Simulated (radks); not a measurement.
Results of a calculation; reference values are marked as such.
Numerical settings for the barium ion Ba52+, [He] 2s2. Level of theory: scalar-relativistic Kohn-Sham, PBEsol, spin-unpolarised, spherical densities, point nucleus (a radial shooting solver on a logarithmic mesh with Libxc functionals). The defaults (mesh step 0.008 in ln r, mesh end at 40 bohr or more with all orbitals vanishing there, Anderson mixing 0.5 over 9 steps, residual threshold near 1e-9 with the energy settled to 1e-9 hartree or 1e-11 of itself, here a cap of 54 iterations) give E = -4012.3343 hartree and 2s at -10303.3 eV in 12 iterations. Times are rough (one thread of a shared host). Changes against that run (0 stands for a change within the tolerance of the run):

\begin{tabular}{lrrrrr}
setting & iterations & converged & E (mhartree) & e(2s) (meV) & CPU (s) \\ \hline
mesh step in ln r 0.2 & 54 & no & diverged & - & 0.08 \\
mesh step in ln r 0.03 & 12 & yes & +0.000127 & +0.00295 & 0.02 \\
mesh step in ln r 0.05 & 12 & yes & 0 & +0.0417 & 0.02 \\
mesh end (bohr) 5 & 12 & yes & 0 & 0 & 0.05 \\
mesh end (bohr) 20 & 12 & yes & 0 & 0 & 0.05 \\
residual threshold 1e-16 & 54 & no & 0 & 0 & 0.15 \\
residual threshold 0.001 & 8 & yes & 0 & 0 & 0.04 \\
mixing 0.01 & 15 & yes & 0 & 0 & 0.06 \\
linear mixing, mixing 0.8 & 16 & yes & 0 & 0 & 0.06 \\
linear mixing, mixing 0.05 & 54 & no & -31.6 & -4.29e+04 & 0.19 \\
mixing history 3 & 11 & yes & 0 & 0 & 0.04 \\
iteration cap 2 & 2 & no & -34.6 & -4.69e+05 & 0.01 \\
\end{tabular}

No run marked as converged misses the energy by more than 1 mhartree. A mesh that ends early acts as a hard wall.
